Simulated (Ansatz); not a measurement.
Gas-phase electronic energies from Ansatz, PBE0-D4/def2-TZVP geometries. CCSD(T)/CBS is the MP2 limit (def2-TZVPP, def2-QZVPP) plus CCSD(T) − MP2 in def2-TZVPP, frozen cores. Functionals use def2-TZVPP. For As outer-core shells are correlated without core-valence functions, which leaves a few kJ/mol of doubt a bond. Scalar relativity is left out up to krypton. One conformer a species, not always the lowest.

Reaction (cleavage of the Si–As bond): `C[SiH2][AsH2]` + `OC(F)F` → `C[SiH2]OC(F)F` + `[AsH3]`

`C[SiH2][AsH2]`:

Z-matrix (Å, degrees):
```
C
Si 1 1.872
H 1 1.092 2 110.8
H 1 1.093 2 110.6 3 119.9
H 1 1.092 2 110.8 3 -120.1
As 2 2.369 1 109.4 3 62.6
H 2 1.489 1 110.4 3 179.9
H 2 1.488 1 110.3 3 -60.8
H 6 1.523 2 92.2 1 -74.6
H 6 1.522 2 92.5 1 -167.0
```

`OC(F)F`:

```xyz
6

O    -0.452    0.302   -0.944
C     0.167   -0.277    0.102
F    -0.672   -0.418    1.157
F     1.196    0.482    0.551
H    -0.781    1.168   -0.671
H     0.542   -1.257   -0.196
```

`C[SiH2]OC(F)F`:

Cartesian coordinates in Å:
```
C 1.605 -0.739 0.356
Si -0.232 -0.979 0.305
O -0.969 0.053 -0.788
C -1.234 1.357 -0.620
F -0.320 1.940 0.208
F -1.140 1.983 -1.806
H 1.858 0.256 0.727
H 2.039 -0.859 -0.639
H 2.060 -1.480 1.019
H -0.843 -0.760 1.643
H -0.595 -2.322 -0.202
H -2.229 1.549 -0.203
```

`[AsH3]`:

Z-matrix (Å, degrees):
```
As
H 1 1.522
H 1 1.522 2 92.0
H 1 1.522 2 92.0 3 -92.1
```

| level | ΔE (kJ/mol) |
| --- | --- |
| PBE-D4 | -39.0 |
| ωB97X-V | -58.0 |
| r2SCAN | -53.5 |
| MP2/def2-TZVPP | -54.6 |
| CCSD/def2-TZVPP | -58.9 |
| HF/def2-QZVPP | -75.6 |
| SCS-MP2/def2-QZVPP | -60.4 |
| MP2/CBS(def2) | -53.3 |

(1) What does CCSD(T)/CBS give? (An estimate is asked.)

Largest T1 diagnostic among the species: 0.012.

Answers

(1) Ansatz gave: -55.0 kJ/mol. The listed levels differ from it by 16.0, -3.0, 1.5, 0.4, -3.9, -20.6, -5.4, 1.7 kJ/mol.

In def2-TZVPP, CCSD(T) changes the Hartree–Fock value by +17.1 kJ/mol (the triples alone add +2.6 kJ/mol) and MP2 by +18.8 kJ/mol. From PBE to PBE0 (25 % exact exchange), in def2-TZVPP and without D4, ΔE moves by −3.6 kJ/mol.
